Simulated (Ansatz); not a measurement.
Gas-phase electronic energies from Ansatz, PBE0-D4/def2-TZVP geometries. CBS: MP2 limit from def2 TZ/QZ plus the TZ coupled-cluster correction, frozen cores. This one scheme is used for every species. DFT in def2-TZVPP. B3LYP here is the variant with VWN-RPA as its local correlation; programs differ in this. For Br outer-core shells are correlated without core-valence functions, which leaves a few kJ/mol of doubt a bond. Scalar relativity is left out up to krypton.

Consider the formal exchange of groups at the Al–Br bond: `[CH3][Al]([Br])[Br]` + SiH₄ → `[CH3][Al]([SiH3])[Br]` + HBr.

| level | ΔE (kJ/mol) | difference from CCSD(T)/CBS |
| --- | --- | --- |
| PBE-D4 | 141.6 | -20.1 |
| PBE0-D4 | 149.3 | -12.4 |
| B3LYP-D4 | 158.1 | -3.6 |
| ωB97X-V | 158.3 | -3.4 |
| ωB97M-V | 164.5 | 2.8 |
| PBE | 141.7 | -20.0 |
| r2SCAN | 159.3 | -2.4 |
| PBE0 | 149.6 | -12.1 |
| B3LYP | 158.0 | -3.7 |
| HF/def2-TZVPP | 179.3 | 17.6 |
| CCSD/def2-TZVPP | 160.1 | -1.6 |
| CCSD(T)/def2-TZVPP | 158.2 | -3.5 |
| HF/def2-QZVPP | 179.2 | 17.5 |
| MP2/def2-QZVPP | 172.7 | 11.0 |
| HF/CBS(def2) | 179.2 | 17.5 |
| MP2/CBS(def2) | 174.2 | 12.5 |
| CCSD(T)/CBS | 161.7 | 0 |

Largest T1 diagnostic among the species: 0.011.

From PBE to PBE0 (25 % exact exchange), in def2-TZVPP and without D4, ΔE moves by +7.8 kJ/mol. In def2-TZVPP, CCSD(T) changes the Hartree–Fock value by −21.1 kJ/mol (the triples alone add −1.9 kJ/mol) and MP2 by −8.6 kJ/mol.
